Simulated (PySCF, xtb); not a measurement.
Si(Me)(OH)2(SH) (CH6O2SSi), SMILES C[Si](O)(O)S. One conformer was computed; it need not be the lowest.

Harmonic wavenumbers (cm⁻¹) from GFN2-xTB run with xtb 6.7.1 at its own minimum, in rising order: 87, 131, 148, 176, 203, 230, 258, 273, 302, 468, 695, 736, 785, 812, 820, 839, 911, 959, 1381, 1476, 1480, 2495, 3043, 3055, 3060, 3647, 3684.

Problem. What does PBE0-D3(BJ)/def2-SVP (PySCF 2.14.0) give at its own minimum? (The exact figures need the calculation; the answer reports its results.)

Solution. 127, 147, 174, 204, 244, 246, 259, 301, 357, 491, 678, 730, 766, 783, 799, 845, 917, 973, 1272, 1423, 1426, 2720, 3064, 3170, 3177, 3927, 3939. Paired by order, the mean absolute difference is 60 cm⁻¹ and the zero-point energies are 46.0 and 47.4 kcal/mol.
